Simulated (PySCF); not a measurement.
PySCF input file for C2H8N, SMILES C[NH2+]C, charge +1, IEF-PCM-ωB97X/def2-SVP. Coordinates come from a B3LYP-D3(BJ)/def2-SVP optimisation. The isomer is the one that the SMILES or the coordinates give; other isomers of the formula were not compared.

```python
import numpy as np
from pyscf import gto, scf, dft
from pyscf.solvent import pcm

mol = gto.M(
    atom='''
    C     1.26288008    0.00000000    0.27398261
    N     0.00000000   -0.00000000   -0.53729679
    C    -1.26288009    0.00000000    0.27398261
    H     2.12485481   -0.00000000   -0.40503573
    H     1.27387592    0.89904491    0.90276117
    H     1.27387592   -0.89904491    0.90276118
    H     0.00000000   -0.81744525   -1.16384353
    H     0.00000000    0.81744525   -1.16384353
    H    -2.12485481   -0.00000000   -0.40503573
    H    -1.27387592   -0.89904491    0.90276117
    H    -1.27387592    0.89904491    0.90276117
    ''',
    basis='def2-SVP',
    charge=1,
    spin=0,
    max_memory=1600,
    verbose=3,
)
mf = dft.RKS(mol, xc='wb97x').density_fit(auxbasis='def2-universal-jkfit')
mf.grids.level = 3
mf.conv_tol = 1e-9
mf.max_cycle = 100
mf.kernel()
res = {}
for name, eps in {'water': 78.355, 'tetrahydrofuran': 7.4257, 'ethylethanoate': 5.9867}.items():
    s = mf.PCM()
    s.with_solvent.method, s.with_solvent.eps, s.with_solvent.lebedev_order = 'IEF-PCM', eps, 29
    s.kernel(mf.make_rdm1())
    res[name] = (s.e_tot, eps, s.dip_moment(), s.mo_energy, s.converged)
    print(f'{name}: electrostatic solvation free energy {(s.e_tot - mf.e_tot) * 627.509474:.3f} kcal/mol')
```

Program output:

```
converged SCF energy = -135.39610459327

WARN: PCM is an experimental feature. It is still in testing.
Features and APIs may be changed in the future.

converged SCF energy = -135.502157947482

WARN: System has nonzero charge 1; the dipole moment is origin-dependent.
Location of origin: [0. 0. 0.]

Dipole moment(X, Y, Z, Debye): -0.00000,  0.00000, -2.07171
water: electrostatic solvation free energy -66.549 kcal/mol

WARN: PCM is an experimental feature. It is still in testing.
Features and APIs may be changed in the future.

converged SCF energy = -135.48866848523

WARN: System has nonzero charge 1; the dipole moment is origin-dependent.
Location of origin: [0. 0. 0.]

Dipole moment(X, Y, Z, Debye): -0.00000,  0.00000, -1.97670
tetrahydrofuran: electrostatic solvation free energy -58.085 kcal/mol

WARN: PCM is an experimental feature. It is still in testing.
Features and APIs may be changed in the future.

converged SCF energy = -135.485112183877

WARN: System has nonzero charge 1; the dipole moment is origin-dependent.
Location of origin: [0. 0. 0.]

Dipole moment(X, Y, Z, Debye): -0.00000,  0.00000, -1.95408
ethylethanoate: electrostatic solvation free energy -55.853 kcal/mol
```

The run converged.

Cost: around 90 core-seconds (rough).
